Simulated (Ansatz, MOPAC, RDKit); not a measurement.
Species: methyl-[(E)-prop-1-enyl]silane, C4H10Si, net charge 0, singlet state. SMILES: C/C=C/[SiH2]C

Atoms: C1, C2, C3, Si4, C5, H6, H7, H8, H9, H10, H11, H12, H13, H14, H15. Bonds: C1-C2, C1-H6, C1-H7, C1-H8, C2-C3, C2-H9, C3-Si4, C3-H10, Si4-C5, Si4-H11, Si4-H12, C5-H13, C5-H14, C5-H15.

Bond lengths (Å) and angles (degrees) optimised at UFF with RDKit; PM3 with MOPAC; PM7 with MOPAC; MNDO with MOPAC; HF/6-31G* with Ansatz (an electronic-structure program); B3LYP/6-31G* with Ansatz, each started from the B3LYP-D3(BJ)/def2-TZVP structure (Ansatz) of the last column. A row stands for all coordinates that are equal there; 11 of 32 kinds are shown. 6-31G* holds six Cartesian d functions. No wavenumbers were computed at UFF, MNDO, so these may be saddle points.

| coordinate | UFF | PM3 | PM7 | MNDO | HF/6-31G* | B3LYP/6-31G* | B3LYP-D3(BJ)/def2-TZVP |
|---|---|---|---|---|---|---|---|
| C1-C2 | 1.497 | 1.481 | 1.495 | 1.498 | 1.503 | 1.503 | 1.496 |
| C1-H6 | 1.110 | 1.098 | 1.100 | 1.111 | 1.087 | 1.099 | 1.094 |
| C1-H8 | 1.111 | 1.098 | 1.098 | 1.109 | 1.084 | 1.095 | 1.091 |
| C2-C3 | 1.337 | 1.328 | 1.336 | 1.342 | 1.327 | 1.342 | 1.334 |
| C2-H9 | 1.087 | 1.099 | 1.094 | 1.098 | 1.080 | 1.092 | 1.089 |
| C3-Si4 | 1.847 | 1.821 | 1.819 | 1.775 | 1.872 | 1.869 | 1.859 |
| C3-H10 | 1.086 | 1.094 | 1.103 | 1.097 | 1.082 | 1.094 | 1.090 |
| Si4-C5 | 1.867 | 1.875 | 1.858 | 1.805 | 1.890 | 1.891 | 1.878 |
| C1-C2-C3 | 120.9 | 123.9 | 122.3 | 127.3 | 125.8 | 125.8 | 125.8 |
| C2-C3-Si4 | 121.0 | 122.7 | 125.6 | 128.3 | 123.8 | 124.0 | 124.0 |
| C3-Si4-C5 | 109.7 | 111.7 | 109.9 | 111.3 | 112.1 | 112.7 | 111.6 |

Mean signed difference of all 14 bond lengths from B3LYP-D3(BJ)/def2-TZVP: UFF 0.003 Å, PM3 0.000 Å, PM7 -0.003 Å, MNDO -0.017 Å, HF/6-31G* -0.003 Å, B3LYP/6-31G* 0.006 Å.
